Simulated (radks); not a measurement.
All-electron atom: Os4+ in [Xe] 4f14 5d4. Method: non-relativistic Kohn-Sham, PBE, spin-polarised, spherical densities, point nucleus; open shells are filled with parallel spins first (spin-orbit coupling, left out, can overturn this in heavy ions); relativity is left out, which matters for an element this heavy; computed with a radial shooting solver on a logarithmic mesh with Libxc functionals.

Local quantities along the radius. ELF = 1/(1 + alpha^2) is the electron localisation function; alpha = (tau - tau_W)/tau_unif compares the Pauli kinetic energy density with that of the uniform gas (summed over spins).

```
   r/bohr * ELF (the largest magnitude, 1, reaches the edge; | marks zero)
0.0006627 |                                                      *
0.0008769 |                                                      *
  0.00117 |                                                      *
 0.001547 |                                                      *
 0.002064 |                                                      *
 0.002731 |                                                      *
 0.003642 |                                                      *
 0.004819 |                                                      *
 0.006428 |                                                      *
 0.008505 |                                                     *
  0.01134 |                                                    *
  0.01501 |                                               *
  0.02002 |                                *
  0.02649 |                  *
  0.03505 |                    *
  0.04674 |                                  *
  0.06185 |                                      *
  0.08249 |                            *
   0.1091 |                   *
   0.1456 |                                *
   0.1926 |                                    *
   0.2569 |                 *
   0.3399 |                        *
   0.4533 |                                       *
   0.5998 |                              *
      0.8 |               *
    1.059 |                              *
    1.401 |                                     *
    1.868 |                        *
    2.472 |      *
    3.297 |*
    4.362 *
```

On this mesh the ELF has minima near r = 0.031, 0.11, 0.29, 0.80 bohr, which separate the shells, and maxima near 0.062 (0.72), 0.17 (0.69), 0.45 (0.72), 1.4 (0.69).

Self-consistent cycle (total energy in hartree, residual of the potential): 1: -16262.01329, 2e+01; 2: -16284.49195, 8e+00; 3: -16290.71518, 1e+00; 4: -16290.73581, 1e+00; 5: -16290.87478, 3e-01; 6: -16290.89011, 6e-02; 7: -16290.89060, 2e-02; 8: -16290.89066, 2e-03; 9: -16290.89066, 1e-04; 10: -16290.89066, 5e-05; 11: -16290.89066, 3e-06; 12: -16290.89066, 2e-06; 13: -16290.89066, 4e-08; 14: -16290.89066, 2e-08; 15: -16290.89066, 2e-09.
